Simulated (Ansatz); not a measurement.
Consider the ligand exchange at the Si–N bond: `C=N[SiH2]N[SiH3]` + `[OH][SnH3]` → `[SiH3][O][SnH3]` + `C=N[SiH2]N`.

Isolated molecules relaxed with PBE0-D4/def2-TZVP in Ansatz; ΔE leaves out vibrations. CCSD(T)/CBS is the MP2 limit (def2-TZVPP, def2-QZVPP) plus CCSD(T) − MP2 in def2-TZVPP, frozen cores. DFT in def2-TZVPP. HSE06 is defined as in plane-wave codes. Elements past krypton have def2 core potentials. For Sn outer-core shells are correlated without core-valence functions, which leaves a few kJ/mol of doubt a bond. Each species was taken in one conformer, which may not be the lowest.

CCSD(T)/CBS gives -0.53 eV.

**Question.** Another level gave -0.42 eV. Which?
A. revPBE-D4/def2-TZVPP
B. BHLYP-D4/def2-TZVPP
C. MP2/def2-TZVPP
D. HSE06-D4/def2-TZVPP

**Answer.** A. revPBE-D4 -0.42, HSE06-D4 -0.48, MP2/def2-TZVPP -0.53, BHLYP-D4 -0.58 eV.

Largest T1 diagnostic among the species: 0.014.

In def2-TZVPP, CCSD(T) changes the Hartree–Fock value by +0.13 eV (the triples alone add +0.02 eV) and MP2 by +0.13 eV. Leaving LDA and LC-ωPBE aside and taking each functional with its dispersion term where it has one, the values spread over 0.16 eV, from BHLYP-D4 to revPBE-D4.
